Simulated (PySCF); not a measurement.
**Gas-phase XPS of cyanuric acid, computed**

Compound: cyanuric acid, C3H3N3O3.
Z-matrix (Å and degrees, PBE0-D3(BJ)/def2-SVP geometry), rows numbered from 1:
```
O 
C   1  1.2019
N   2  1.3845  1  123.55
C   3  1.3845  2  127.04  1  -179.91
O   4  1.2019  3  123.54  2   179.84
N   4  1.3843  3  112.97  2    -0.20
C   6  1.3843  4  127.01  3     0.15
O   7  1.2018  6  123.50  4   179.98
N   2  1.3842  1  123.49  3  -179.95
H   3  1.0144  2  116.48  1    -0.29
H   6  1.0144  4  116.51  3  -179.80
H   9  1.0144  2  116.51  1    -0.21
```

Level of theory: delta-SCF UKS SCAN, pcX-2 on the ionised atom, pcseg-1 elsewhere, spin-free X2C (PySCF). Each binding energy is the total energy of the core-ionised species, with the hole localised on one atom, minus that of the ground state; both are solved self-consistently, so orbital relaxation is included.

**Question.** List the computed XPS lines with their assignment.

**Answer.** 
| atom(s) | environment | level | binding energy (eV) | count |
| --- | --- | --- | --- | --- |
| C2/C4/C7 | ring carbonyl carbon | C 1s | 296.01 | 3 |
| N3/N6/N9 | ring nitrogen | N 1s | 407.42 | 3 |
| O1/O5/O8 | carbonyl oxygen | O 1s | 538.21 | 3 |

**Question.** Which effective nuclear charge Zeff reproduces each element's mean 1s value in the hydrogen-like formula E = 13.606 eV × Zeff²?

**Answer.** C (Z = 6): mean 296.0 eV, Zeff = 4.66, Z − Zeff = 1.34; N (Z = 7): mean 407.4 eV, Zeff = 5.47, Z − Zeff = 1.53; O (Z = 8): mean 538.2 eV, Zeff = 6.29, Z − Zeff = 1.71. Means run over the listed sites, weighted by atom count.

The first atom of each set that the bonding makes equivalent was ionised and stands for the set. Isolated species at its PBE0-D3(BJ)/def2-SVP geometry, gas phase.

Hardware: Arm Neoverse V1, one thread, on a shared host. Cost: 29 s of wall time, 0.65 GiB resident at most.
